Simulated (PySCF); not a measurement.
Coordinates in bohr (charge 0 multiplicity 5):
```
Pt    0.0000    0.0000   -0.2487
S     0.0000    0.0000    3.8113
S     4.0459    0.0000   -1.1499
S    -4.0459    0.0000   -1.1499
```

These are results of UPBE0/[Pt def2-SVP with ECP60, S def2-SVP], scalar-relativistic core potentials, density fitting, no spin–orbit coupling, PySCF, not measurements.

This geometry of PtS3 is a stationary point at this level.

**Question.** What is the point group?

**Answer.** C2v.

**Question.** Is it a minimum?

**Answer.** No: it has 1 imaginary mode, at 105i cm⁻¹ (b2).

**Question.** Which band is strongest in the infrared?

**Answer.** 432 cm⁻¹ (a1), 2 km/mol.

**Question.** What are the dipole moment and the gap between the highest occupied and lowest empty levels of either spin?

**Answer.** 0.69 D and 2.17 eV.

**Question.** Give the atomic charges and bond orders.

**Answer.** 
```csv
atom,Mulliken,Löwdin,polar tensor,spin (Mulliken),Mayer order to Pt1
Pt1,0.11,-0.88,-0.27,0.34,–
S2,0.03,0.40,0.13,1.19,1.28
"S3,4",-0.07,0.24,0.07,1.24,1.22
```
Other Mayer orders above 0.3: S–S 0.34 (×2), S–S 0.41.

Only a few start shapes were tried, so a lower isomer may exist. Other spin states or occupations of the open shell can lie lower. Spin–orbit coupling, left out here, can matter for elements this heavy.
